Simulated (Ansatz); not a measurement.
A nudged elastic band was laid between two geometries of BrH + H4Sn (7 atoms, charge 0, multiplicity 1).

The calculation used Ansatz 0.2.0, RKS PBE0-D4/def2-SVP.

- movable images: 7
- climbing image: yes
- spring: 5.0 eV/Å²
- optimiser: quadratic models (default)
- start path: through a guess of the saddle point
- force threshold: 0.5 eV/Å
- iteration limit: 60
- end points: relaxed

First end point:

```xyz
7
Properties=species:S:1:pos:R:3
Sn 0.311 0.000 -0.157
H 0.185 0.000 1.556
H 1.970 0.000 -0.577
H -0.448 1.403 -0.767
H -0.448 -1.403 -0.767
Br -3.349 0.000 1.876
H -1.973 0.000 2.245
```

Last end point:

```xyz
7
Properties=species:S:1:pos:R:3
Sn -0.469 0.000 -0.753
H 0.061 0.000 3.503
H 0.836 0.000 0.346
H -0.526 1.418 -1.701
H -0.526 -1.418 -1.701
Br -2.554 0.000 0.635
H -0.573 0.000 3.080
```

(1) Which bonds break or form, and what moves?

(2) Give the energies along the band, and the barrier.

(3) What is the geometry of the highest image?

## Answers

(1) Bonds broken: Sn1–H2, Br6–H7. Bonds formed: Sn1–Br6, H2–H7. BrH + H4Sn becomes BrH3Sn + H2.

(2) It converged. The highest image is number 3 of 0 to 8, 110.4 kJ/mol above the first end and 181.5 kJ/mol above the last; the last end lies 71.1 kJ/mol below the first. The threshold of 0.5 eV/Å is loose, so the images may lie well off the minimum-energy path. Another band between the same ends (7 images) ends at a top of the same energy, where a vibrational analysis finds 1 clearly imaginary mode. The orbitals stay closed-shell, which can raise the energy where a bond breaks towards radicals; this wasn't checked here.

```csv
image,path coordinate (Å),energy (kJ/mol),Sn1–H2 (Å),Br6–H7 (Å),Sn1–Br6 (Å)
0,0.00,0.0,1.72,1.42,4.19
1,0.59,4.2,1.73,1.44,3.78
2,1.19,40.3,1.77,1.50,3.30
3,1.78,110.4,1.99,1.85,2.96
4,2.37,44.7,2.33,2.19,2.68
5,2.96,-21.1,2.73,2.43,2.55
6,3.55,-56.6,3.18,2.64,2.51
7,4.14,-69.1,3.73,2.90,2.51
8,4.73,-71.1,4.29,3.15,2.50
```

(3) 
```xyz
7
Properties=species:S:1:pos:R:3
Sn -0.175 0.000 -0.132
H -0.037 0.000 1.852
H 1.550 0.000 -0.011
H -0.697 1.484 -0.778
H -0.697 -1.484 -0.778
Br -2.731 0.000 1.357
H -0.965 0.000 1.899
```

The run took 3.9 min on 1 thread of Arm Neoverse V1, with other jobs on the host, peak memory 0.18 GiB.
